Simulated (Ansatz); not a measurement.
All values below come from frozen-core CCSD(T)/cc-pVTZ // r2SCAN-D4/def2-TZVP (Ansatz, an electronic-structure program).

Ansatz 0.2 input:
```yaml
crystal:
  periodic: [false, false, false]
  atoms:
    - { symbol: O, position_ang: [-1.581462, -0.805596, 0.070925] }
    - { symbol: Ga, position_ang: [0.00001, 0.000003, 0.000017] }
    - { symbol: O, position_ang: [1.468698, -0.951721, -0.303649] }
    - { symbol: O, position_ang: [0.112763, 1.757323, 0.232769] }
    - { symbol: H, position_ang: [-1.517495, -1.756601, -0.069582] }
    - { symbol: H, position_ang: [2.26378, -0.407824, -0.319905] }
    - { symbol: H, position_ang: [-0.746295, 2.164416, 0.389424] }
basis:
  gaussian: { orbitals: cc-pVTZ }
correlation:
  method: ccsd_t
```

Output:

```
Functional definition: HF
1072 factors; integrals over basis functions are off by at most 8.8e-4 eV
mean field evaluation 1: about -58493.4552 eV, gradient 5.9e1 eV
mean field evaluation 2: about -58493.5488 eV, gradient 5.9e1 eV
mean field evaluation 4: about -58499.3277 eV, gradient 2.6e0 eV
mean field evaluation 8: about -58499.3612 eV, gradient 2.4e-1 eV
mean field evaluation 16: about -58493.4552 eV, gradient 5.9e1 eV
mean field -58499.36139990 eV, -2149.8118791550 hartree, gradient 2.4e-6 eV, S^2 0.000000; 0 other end points of the search recorded, 0 dependent functions left out
12 core orbitals not correlated
reference -58499.36139990 eV, -2149.8118791550 hartree; 17, 17 occupied and 146, 146 virtual orbitals, 1072 factors
second order -24.34171108 eV of doubles, -0.00000000 eV of singles
cycle   1  -23.60324535 eV  change    7.4e-1 eV  update   1.2e-1
cycle   2  -24.22229175 eV  change   -6.2e-1 eV  update   3.4e-2
cycle   3  -24.35918211 eV  change   -1.4e-1 eV  update   1.8e-2
cycle   4  -24.34008797 eV  change    1.9e-2 eV  update   4.4e-3
cycle   5  -24.33721021 eV  change    2.9e-3 eV  update   2.0e-3
cycle   6  -24.33865715 eV  change   -1.4e-3 eV  update   6.0e-4
cycle   7  -24.33819218 eV  change    4.6e-4 eV  update   2.1e-4
cycle   8  -24.33808651 eV  change    1.1e-4 eV  update   6.4e-5
cycle   9  -24.33812632 eV  change   -4.0e-5 eV  update   2.6e-5
cycle  10  -24.33813034 eV  change   -4.0e-6 eV  update   8.9e-6
perturbative correction -0.95694214 eV, -0.0351669750 hartree
Total energy: -58524.65647238 eV, -2150.7414559230 hartree
```

Cost: very roughly 110 core-seconds.
